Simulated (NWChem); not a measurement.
PbHF, singlet; SMILES [F][PbH]

Program: NWChem. Low-valent species are run as closed-shell singlets; no triplet was tried in these runs. All runs use the structure optimised with PBE0/def2-SVP. No frequency run checked for a minimum. def2 effective core potentials on Pb; no spin-orbit coupling. Ions are spin-unrestricted doublets at the neutral geometry; other ion states weren't tried.

For level CAM-B3LYP/def2-SVP:

```yaml
vertical ionisation energy, ΔSCF (eV): 9.47
"−ε(HOMO) (eV)": 8.22
```

Question: Estimate the same quantities for level PBE/def2-SVP.

Answer: 
* **vertical ionisation energy, ΔSCF (eV)**: 9.17
* **−ε(HOMO) (eV)**: 5.80
